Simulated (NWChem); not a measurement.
System: CH3F3Si; SMILES F[SiH2]C(F)F

The following NWChem deck was run.

```
start job
memory heap 200 mb stack 900 mb global 1100 mb
geometry units angstroms noautoz
  F     -0.977508    -1.614556     0.000000
  Si     0.511761    -0.975719     0.000000
  C      0.369513     0.933252     0.000000
  F     -0.305615     1.352346    -1.100994
  F     -0.305615     1.352346     1.100994
  H      1.221043    -1.402304     1.234694
  H      1.221043    -1.402304    -1.234694
  H      1.357960     1.435749     0.000000
end
basis spherical
  * library def2-svp
end
dft
  xc r2scan
  iterations 150
  mulliken
end
task dft energy
```

Geometry: optimised at PBE0/def2-SVP.

**Question.** Give the results of this calculation. (r2SCAN/def2-SVP.) Quantities: energy (Ha); highest occupied level (eV); orbital gap (eV); dipole (D).

**Answer.** 
```json
{
 "energy (Ha)": "-628.43",
 "highest occupied level (eV)": "-7.43",
 "orbital gap (eV)": "6.93",
 "dipole (D)": "2.57"
}
```
